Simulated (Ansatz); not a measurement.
Z-matrix (Å, degrees):
```
C
Ga 1 1.971
H 1 1.095 2 109.2
H 1 1.090 2 113.1 3 120.9
H 1 1.093 2 110.1 3 -116.9
Si 2 2.419 1 120.8 3 -114.8
H 2 1.578 1 118.1 3 64.8
H 6 1.492 2 110.2 1 -59.4
H 6 1.492 2 110.2 1 58.1
H 6 1.489 2 114.2 1 179.3
```

The species carries charge 0 and has multiplicity 1.

(1) List the CAM-B3LYP/def2-TZVPP orbital energies in eV (Ansatz). (Estimate.)

## Answers

(1) Computed: Occupied: -10139.47, -1800.56, -1251.14, -1108.45, -1108.33, -1108.32, -278.29, -151.42, -145.17, -104.95, -104.63, -104.59, -100.49, -100.49, -100.48, -24.73, -24.59, -24.56, -24.46, -24.38, -20.71, -16.62, -13.36, -12.69, -12.62, -11.09, -11.06, -9.46, -8.58. Lowest empty: -0.86, 1.38, 1.53, 2.39, 2.48, 2.61, 3.85, 3.95.
